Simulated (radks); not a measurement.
Task: The helium ion He+, 1 electrons, occupied as 1s1. Method: non-relativistic Kohn-Sham, r2SCAN, spin-unpolarised, spherical densities, point nucleus; meta-GGA in the generalised Kohn-Sham scheme; without spin polarisation the odd electron is poorly described; hard spherical wall at 1.5 bohr; computed with a radial shooting solver on a logarithmic mesh with Libxc functionals. Some entries of the table are withheld. Estimate them.

orbital  occ.  eigenvalue (hartree)  <r^2> (bohr^2)  r(max) (bohr)
1s          1              -0.98311             (1)         0.4722
2p          0               2.66637             (2)            (3)
2s          0                   (4)          0.7593            (5)

Result: 
(1) 1s <r^2> (bohr^2): 0.4158
(2) 2p <r^2> (bohr^2): 0.7629
(3) 2p r(max) (bohr): 0.8506
(4) 2s eigenvalue (hartree): 5.31060
(5) 2s r(max) (bohr): 1.051
